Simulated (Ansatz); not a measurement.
Basis-set extrapolation for CH$_{3}$AlBNO, SMILES `N=[C]1B[O][AlH]1` (PBE0-D4/def2-TZVP geometry, frozen core, Ansatz 0.2.0). Multiplicity 1, RHF reference.

```
                      def2-TZVPP   def2-QZVPP
                 HF  -435.645672  -435.661781
    MP2 correlation    -0.750377    -0.804855
CCSD(T) correlation    -0.809648      not run
```

Energies in hartree. Use E(X) = E(∞) + A·exp(−7.88·√X) for Hartree–Fock and E(X) = E(∞) + B·X^(−2.97) for correlation, with X = 3 and 4, and add CCSD(T) minus MP2 of the smaller set to the MP2 limit.

**Question.** What is the CCSD(T) energy at the basis-set limit?

**Answer.** HF limit: -435.661781 + (-0.016109) × 0.13774 = -435.66400. MP2 limit: -0.804855 + (-0.054478) × 0.74074 = -0.84521. Higher-order term: -0.809648 − (-0.750377) = -0.05927. Total: -436.56848 hartree, 71.0 kcal/mol below CCSD(T)/def2-TZVPP.
